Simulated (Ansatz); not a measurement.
Species: ZnO, charge 0, multiplicity 1. 
Geometry from a B3LYP-D3(BJ)/def2-TZVP (Ansatz, an electronic-structure program) optimisation:
```
Zn
O 1 1.7131
```

Basis-set convergence of Hartree-Fock and CCSD correlation energies (hartree) with Ansatz. Correlated levels leave the core frozen unless marked. No spin-orbit coupling. Frozen are the shells of the preceding noble gas and the d and f shells that filled before the atom's block. Non-relativistic.

The Hartree-Fock reference is unstable (checked in the largest basis), which strains HF and MP2. The T1 diagnostic of CCSD in the largest basis is 0.032, which is high, so the coupled-cluster rows are less sure than usual.

| basis | functions | E(HF) | E(corr, CCSD) |
|---|---|---|---|
| def2-SVP | 45 | -1852.19806 | -0.49127 |
| def2-TZVPP | 95 | -1852.55160 | -0.71257 |
| def2-QZVPP | 157 | -1852.59893 | -0.75926 |

Extrapolating the two largest sets (X = 3 and 4) as X^-3: E(corr) = (64·(-0.75926) - 27·(-0.71257))/37 = -0.7933 Eh, an estimate of the basis-set limit. The largest set recovers 95.7 % of it, the smallest 61.9 %.
